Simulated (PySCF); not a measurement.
1-butanol (C4H10O), SMILES OCCCC.

The structure is a stationary point at PBE0-D3(BJ)/def2-SVP. Other conformers were not sampled.

Method: PBE/def2-TZVP (PySCF).

Symmetry labels are those of the subgroup Cs that the program uses (full group Cs).

Computed valence orbital energies around the gap with their symmetry:
```json
[
 {"orbital": "HOMO−7", "symmetry": "A\"", "energy (eV)": "-10.42"},
 {"orbital": "HOMO−6", "symmetry": "A'", "energy (eV)": "-9.64"},
 {"orbital": "HOMO−5", "symmetry": "A\"", "energy (eV)": "-8.66"},
 {"orbital": "HOMO−4", "symmetry": "A'", "energy (eV)": "-8.64"},
 {"orbital": "HOMO−3", "symmetry": "A'", "energy (eV)": "-8.03"},
 {"orbital": "HOMO−2", "symmetry": "A\"", "energy (eV)": "-7.65"},
 {"orbital": "HOMO−1", "symmetry": "A'", "energy (eV)": "-7.60"},
 {"orbital": "HOMO", "symmetry": "A\"", "energy (eV)": "-6.09"},
 {"orbital": "LUMO", "symmetry": "A'", "energy (eV)": "0.27"},
 {"orbital": "LUMO+1", "symmetry": "A'", "energy (eV)": "0.53"},
 {"orbital": "LUMO+2", "symmetry": "A'", "energy (eV)": "1.29"},
 {"orbital": "LUMO+3", "symmetry": "A\"", "energy (eV)": "1.50"}
]
```
